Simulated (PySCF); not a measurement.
Computed shifts of a molecule C2H9BN2, PBE/pcSseg-1 (PySCF), GIAO, gas phase, atoms alike by connectivity averaged where their shifts nearly agree, in ppm (number of nuclei): ¹H: 4.36 (1), 3.07 (3), 2.76 (3), 2.61 (1), 2.31 (1). ¹⁵N: 91.1 (1), 74.4 (1). ¹³C: 48.1 (1), 38.3 (1). References: ¹¹B against BF3 (σ = 83.9 ppm); ¹H against TMS (σ = 31.49 ppm); ¹⁵N against NH3 (σ = 267.0 ppm); ¹³C against TMS (σ = 182.0 ppm), references at their B3LYP-D3(BJ)/def2-TZVP geometries, non-relativistic. Geometry optimised at r2SCAN-D4/def2-SVP. One conformer was computed; it need not be the lowest.

Question: Which molecule gave these data?
A. CNBNC
B. CNB(C)N
C. CCB(N)N
D. CN(C)BN

Answer: D, CN(C)BN
